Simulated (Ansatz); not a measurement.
## Which method gave which barrier?

Saddle point of CH$_{4}$ClIn, closed shell (CH₄ClIn ([CH3][InH][Cl]) → CH₃In ([CH3][In]) + HCl; bonds formed: Cl2–H3; bonds broken: In1–Cl2, In1–H3), PBE0-D4/def2-TZVP structure:

```json
{"atom": "In1", "x (Å)": "-0.9101", "y (Å)": "-0.4429", "z (Å)": "-0.4953"}
{"atom": "Cl2", "x (Å)": "0.4472", "y (Å)": "-2.8415", "z (Å)": "-0.4763"}
{"atom": "H3", "x (Å)": "-1.0675", "y (Å)": "-2.1580", "z (Å)": "-0.9653"}
{"atom": "C4", "x (Å)": "0.2304", "y (Å)": "1.1621", "z (Å)": "0.3714"}
{"atom": "H5", "x (Å)": "0.4268", "y (Å)": "0.9299", "z (Å)": "1.4201"}
{"atom": "H6", "x (Å)": "1.1828", "y (Å)": "1.2438", "z (Å)": "-0.1558"}
{"atom": "H7", "x (Å)": "-0.3095", "y (Å)": "2.1066", "z (Å)": "0.3013"}
```

Computed with Ansatz 0.2.0 (basis: def2-TZVPP, with def2-QZVPP for the basis limit); correlated methods freeze the cores. Filled d shells of the heavier atoms are correlated. Core potentials replace the inner electrons of the atoms past krypton. The def2 sets are not built for correlating such inner shells, so the correlated values are less sure here. Extrapolation: Hartree–Fock as exp(−7.88 √X), correlation as X^−2.97. Four methods, as single points on the PBE0-D4 structures, gave these electronic barriers from the start structure: 140.5, 171.8, 200.1, 254.4 kJ/mol.

(1) The methods were, in alphabetical order, BHLYP-D4, HF, PBE-D4, PBE0-D4. Which gave which? (A judgement: the text doesn't fix the answer.)

The T1 diagnostic stays at or below 0.017. The restricted Hartree–Fock reference is unstable towards an unrestricted one at one or more of these structures.

Answers

(1) By the calculation: PBE-D4 140.5; PBE0-D4 171.8; BHLYP-D4 200.1; HF 254.4 kJ/mol. For comparison, CCSD(T) at an estimated basis limit (MP2 extrapolated from triple and quadruple zeta, plus CCSD(T) − MP2 in triple zeta) gives 184.2 kJ/mol.

Labels in which every atom is bracketed show which atoms are joined, not bond orders.

For scale, one of the runs: CCSD(T)/def2-TZVPP, 179 basis functions, launched by `ansatz run in.yaml --threads 2 --pin off --events-out ev --progress --plain --max-ram 4352MiB`. The run took 26 s on 2 CPU threads of an Intel Xeon 6975P-C (shared host), with 1.9 GiB of host memory at its peak.
